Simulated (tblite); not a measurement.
Species: C₈H₇ (doublet state).
SMILES: `C=[C]c1ccccc1`

All values are computed: GFN2-xTB (tblite) harmonic vibrations without scaling, gas phase. The method is semi-empirical: single wavenumbers can be off by several per cent or more. Open shells enter through the occupations alone, without spin polarisation, and single modes of such species can be off by tens of per cent.

Harmonic wavenumbers (cm⁻¹): 104.4, 130.1, 223.6, 349.4, 429.8, 439.7, 440.1, 500.0, 586.9, 629.9, 725.1, 769.6, 829.9, 854.3, 855.2, 915.8, 918.3, 932.3, 957.5, 1067.6, 1113.7, 1170.4, 1177.7, 1224.5, 1264.3, 1327.8, 1380.6, 1414.2, 1434.3, 1514.5, 1566.0, 1959.2, 2981.1, 3000.9, 3069.7, 3070.3, 3086.6, 3087.6, 3096.8.

A = 5566, B = 1486, C = 1182 MHz; mass 103.055 u (most abundant isotopes); point group C2v, symmetry number 2; spin multiplicity 2.

Q: Zero-point energy?

A: ½Σν̃ = 25300 cm⁻¹ = 72.34 kcal/mol.

Q: Give the ideal-gas entropy at 400 K and 1 bar in the rigid-rotor, harmonic-oscillator model (classical rotation).

A: Translation 41.29, rotation 27.39, vibration 23.00, spin (R ln 2) 1.38: S = 93.1 cal/(mol K).

Q: And Cp and H(400 K) − H(0)?

A: Cp = 38.34 cal/(mol K), of which vibrations give 30.39 (their classical limit is 39 R = 77.5); H(400 K) − H(0) = 8.60 kcal/mol without the zero-point energy, 5.42 from vibrations.

Q: Blend soft modes into free rotors: weight 1/[1 + (100 cm⁻¹/ν̃)⁴] for the oscillator and the rest for a rotor with moment μB/(μ + B), μ = h/(8π²ν), B = 10⁻⁴⁴ kg m². What vibrational entropy results?

A: 22.45 cal/(mol K) in place of 23.00, which changes −T·S at 400 K by +0.22 kcal/mol.

Q: What must be added to the electronic energy to get the Gibbs energy at 400 K and 1 bar?

A: ZPE + [H(400 K) − H(0)] − T·S = 72.34 + 8.60 − 37.22 = 43.72 kcal/mol.

Hindered rotation and anharmonicity are outside this model.
